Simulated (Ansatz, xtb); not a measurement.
**Isomers of BClHSi2 in order of energy**

4 gas-phase structures of BClHSi2, found in a search over its isomers (lower ones may exist). Each was relaxed with GFN2-xTB; where two conformers were screened, the lower at r2SCAN-D4/def2-SVP is listed:

A. a doublet given by its coordinates
B. a doublet given by its coordinates
C. `[SiH]/B=[Si]/Cl`, a doublet
D. `[Si]=B[SiH]Cl`, a doublet

A (Å):

| atom | x (Å) | y (Å) | z (Å) |
| --- | --- | --- | --- |
| B | -0.4677 | -2.3136 | -0.2138 |
| Cl | -1.8132 | -3.4469 | -0.1887 |
| Si | 1.2154 | -1.6749 | -0.8956 |
| Si | 0.0346 | -0.7204 | 0.7478 |
| H | -0.5868 | 0.0583 | 1.8419 |

Close contacts (Å): B1–Cl2 1.76, B1–Si3 1.92, B1–Si4 1.93, Si3–Si4 2.24, Si4–H5 1.48.

B (Å):

```xyz
5

B     1.2144   -0.1927   -0.0725
Cl    1.9694   -1.3630   -1.2069
Si   -2.4977    1.0337   -1.1439
Si   -0.5160    0.4231   -0.5026
H     1.8809    0.0940    0.8591
```

Close contacts (Å): B1–Cl2 1.80, B1–Si4 1.89, Si3–Si4 2.17, B1–H5 1.18.

Which do you expect lowest at r2SCAN-D4/def2-SVP, and how would the others follow?

Calculated order at r2SCAN-D4/def2-SVP: A (0.000), B (0.819), D (1.322), C (2.104) eV.

Energies above the lowest of each column, in eV; the last columns are at PBE-D3(BJ)/def2-SVP geometries and were run for some of them only (a dash: not run or not comparable):

```json
{"structure": "A", "GFN2-xTB": "1.105", "HF/STO-3G": "0.019", "r2SCAN-D4/def2-SVP": "0.000", "PBE-D3(BJ)/def2-SVP": "0.000", "CCSD(T)/def2-SVP": "0.000"}
{"structure": "B", "GFN2-xTB": "0.000", "HF/STO-3G": "0.000", "r2SCAN-D4/def2-SVP": "0.819", "PBE-D3(BJ)/def2-SVP": "0.787", "CCSD(T)/def2-SVP": "0.694"}
{"structure": "D", "GFN2-xTB": "0.597", "HF/STO-3G": "0.524", "r2SCAN-D4/def2-SVP": "1.322", "PBE-D3(BJ)/def2-SVP": "–", "CCSD(T)/def2-SVP": "–"}
{"structure": "C", "GFN2-xTB": "0.884", "HF/STO-3G": "1.980", "r2SCAN-D4/def2-SVP": "2.104", "PBE-D3(BJ)/def2-SVP": "–", "CCSD(T)/def2-SVP": "–"}
```

CCSD(T)/def2-SVP puts A lowest of those it was run on; GFN2-xTB picks B, HF/STO-3G picks B. Some further structures that were screened fall inside this span and aren't listed. Flexible structures stand in one conformer each, not always the lowest. Frequencies (PBE-D3(BJ)/def2-SVP) were run for A, B alone. Open shells are spin-unrestricted, some with notable spin contamination. Large T1 diagnostics make some coupled-cluster values less sure.

Over these structures GFN2-xTB departs from r2SCAN-D4/def2-SVP by 0.760 eV on average once a common shift is removed. A GFN2-xTB relaxation took about 0.27 s and the r2SCAN-D4/def2-SVP energy about 5.3 s on a shared host (Ansatz 0.2.0, xtb 6.7.1).
